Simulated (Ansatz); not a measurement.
Start from `NB(N)Cl` and change one atom or group to get `NB(N)O`.

Ansatz, PBE0-D4/def2-TZVP geometries, multiplicity 1. Each molecule was computed in one conformer, which needn't be the lowest.

| property | `NB(N)Cl` |
| --- | --- |
| size of the dipole moment (PBE/def2-TZVPP) / D | 2.78 |
| size of the dipole moment (ωB97M-V/def2-TZVPP) / D | 2.79 |
| HOMO–LUMO gap (ωB97M-V/def2-TZVPP) / eV | 11.73 |
| HOMO energy (B3LYP/def2-TZVPP) / eV | -7.09 |
| HOMO energy (ωB97M-V/def2-TZVPP) / eV | -9.70 |
| zero-point energy (PBE0-D4/def2-TZVP) / kJ/mol | 155.6 |

Task: Give the same properties after the change, and the shifts. (Best estimate.)

Result: The calculation gave: 
| property | `NB(N)O` | shift |
| --- | --- | --- |
| size of the dipole moment (PBE/def2-TZVPP) / D | 1.77 | -1.01 |
| size of the dipole moment (ωB97M-V/def2-TZVPP) / D | 1.82 | -0.97 |
| HOMO–LUMO gap (ωB97M-V/def2-TZVPP) / eV | 11.24 | -0.49 |
| HOMO energy (B3LYP/def2-TZVPP) / eV | -6.57 | 0.52 |
| HOMO energy (ωB97M-V/def2-TZVPP) / eV | -9.21 | 0.49 |
| zero-point energy (PBE0-D4/def2-TZVP) / kJ/mol | 188.5 | 32.9 |

The zero-point energy changes by 32.9 kJ/mol with +3 modes. Dipoles are sizes alone; their direction can turn.

B3LYP here is the variant with VWN-RPA as its local correlation; programs differ in this.
